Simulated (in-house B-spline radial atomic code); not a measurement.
B³⁺. Computed with a B-spline radial atomic code. Model: all-electron spherical atom, spin shells full or empty, radial basis limit, no spin-orbit coupling, Breit or QED, empty-state partial waves extrapolated as (l+1/2)^-4, RPA, G0W0 and static COHSEX of the highest shell as one setting changes (uncorrelated shells keep exact exchange).

Given: element B; charge 3; filled core none; hamiltonian non-relativistic; mean-field start PBE; highest l of empty states 9; highest mean-field shell 1s.

Shell: 1s 1 1 (electrons up and down).

```json
{"natural log step of frequency grid": "0.25", "RPA correlation energy (hartree)": "-0.089544", "G0W0 level (eV)": "-258.91", "G0W0 minus most complete (meV)": "0", "RPA minus most complete (millihartree)": "0", "linearised minus solved G0W0 (meV)": "-32.6"}
{"natural log step of frequency grid": "0.4", "RPA correlation energy (hartree)": "?", "G0W0 level (eV)": "?", "G0W0 minus most complete (meV)": "?", "RPA minus most complete (millihartree)": "?", "linearised minus solved G0W0 (meV)": "?"}
{"natural log step of frequency grid": "0.6", "RPA correlation energy (hartree)": "-0.089546", "G0W0 level (eV)": "-258.91", "G0W0 minus most complete (meV)": "7.8", "RPA minus most complete (millihartree)": "0", "linearised minus solved G0W0 (meV)": "-32.6"}
{"natural log step of frequency grid": "0.9", "RPA correlation energy (hartree)": "?", "G0W0 level (eV)": "?", "G0W0 minus most complete (meV)": "?", "RPA minus most complete (millihartree)": "?", "linearised minus solved G0W0 (meV)": "?"}
{"natural log step of frequency grid": "1.3", "RPA correlation energy (hartree)": "-0.089598", "G0W0 level (eV)": "-258.9", "G0W0 minus most complete (meV)": "9.9", "RPA minus most complete (millihartree)": "-0.1", "linearised minus solved G0W0 (meV)": "-32.5"}
{"natural log step of frequency grid": "1.8", "RPA correlation energy (hartree)": "-0.088803", "G0W0 level (eV)": "-258.89", "G0W0 minus most complete (meV)": "24.7", "RPA minus most complete (millihartree)": "0.7", "linearised minus solved G0W0 (meV)": "-32.4"}
{"natural log step of frequency grid": "2.5", "RPA correlation energy (hartree)": "-0.085522", "G0W0 level (eV)": "-258.79", "G0W0 minus most complete (meV)": "122", "RPA minus most complete (millihartree)": "4", "linearised minus solved G0W0 (meV)": "-31.8"}
{"natural log step of frequency grid": "3.5", "RPA correlation energy (hartree)": "-0.10043", "G0W0 level (eV)": "-258.91", "G0W0 minus most complete (meV)": "-0.4", "RPA minus most complete (millihartree)": "-10.9", "linearised minus solved G0W0 (meV)": "-29.3"}
```

(1) What follows for natural log step of frequency grid = 0.4?

(2) What follows for natural log step of frequency grid = 0.9?

## Answers

(1) RPA correlation energy -0.089545 hartree; G0W0 level -258.91 eV; G0W0 minus most complete 5.9 meV; RPA minus most complete 0 millihartree; linearised minus solved G0W0 -32.6 meV.

(2) RPA correlation energy -0.089547 hartree; G0W0 level -258.92 eV; G0W0 minus most complete -1.1 meV; RPA minus most complete 0 millihartree; linearised minus solved G0W0 -32.6 meV.
